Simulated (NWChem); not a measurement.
System: CBF₂NO; SMILES B(N=C=O)(F)F

Input file for NWChem:

```
start job
memory heap 200 mb stack 900 mb global 1100 mb
geometry units angstroms noautoz
  B      0.039523    -0.957817     0.000000
  F      0.961310    -1.903122     0.000000
  F     -1.236205    -1.316531     0.000000
  N      0.429034     0.407233     0.000000
  C      0.067461     1.562222     0.000000
  O     -0.184003     2.706345     0.000000
end
basis spherical
  * library 6-311g**
end
dft
  xc xtpss03 ctpss03
  iterations 150
  mulliken
end
task dft energy
```

All runs use the structure optimised with B3LYP/6-31G* (spherical d).

What results follow from this input? (TPSS/6-311G** (spherical d).) Quantities: basis functions; energy (Ha); highest occupied level (eV); orbital gap (eV); dipole (D).


| Quantity | Result |
|---|---|
| number of basis functions | 108 |
| energy (Ha) | -392.93 |
| highest occupied level (eV) | -8.13 |
| orbital gap (eV) | 6.47 |
| dipole (D) | 0.04 |
